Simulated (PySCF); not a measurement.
System (SMILES): F[SiH] (F-SiH) (closed-shell singlet).
Geometry (B3LYP-D3(BJ)/def2-TZVP, fixed):
```
Si
F 1 1.6199
H 1 1.5380 2 96.45
```
Charge 0, spin multiplicity 1.

Basis-set convergence of the mean static polarisability at HF with PySCF. All functions are spherical. Density fitting with generated auxiliary sets. In sets without p functions on hydrogen, species with hydrogen take exact integrals. No added dispersion term, no relativity. Reference: the value in aug-pcseg-3, 31.63 bohr³, itself unsure by roughly 0.2 % (its mean distance from aug-cc-pV(Q+d)Z, aug-pcseg-2, aug-cc-pV(T+d)Z). Deviations are taken from unrounded values. Cost is core time over that of aug-pcseg-2, rough, on shared machines of one kind; a dash marks a row that isn't timed (too short, read off another run, short of memory, by another algorithm or on other hardware).

```csv
basis,functions,mean static polarisability (bohr³),minus reference (%),cost
3-21G,24,21.91,-30.7,-
6-31G,24,22.90,-27.6,-
pcseg-0,24,22.97,-27.4,-
6-31G*,34,23.53,-25.6,-
def2-SV(P),34,24.28,-23.2,-
pcseg-1,37,24.71,-21.9,-
6-311G**,50,24.34,-23.1,-
"6-311++G(2d,2p)",72,28.70,-9.3,-
pcseg-2,78,26.82,-15.2,-
cc-pV(T+d)Z,83,27.90,-11.8,-
def2-TZVPP,87,28.09,-11.2,-
def2-TZVPD,92,31.35,-0.9,-
jun-cc-pV(T+d)Z,101,31.18,-1.4,0.6×
def2-TZVPPD,105,31.36,-0.9,0.7×
aug-pcseg-2,119,31.55,-0.3,1×
aug-cc-pV(T+d)Z,124,31.54,-0.3,1×
def2-QZVPPD,175,31.57,-0.2,4×
aug-cc-pV(Q+d)Z,215,31.62,0.0,5×
```
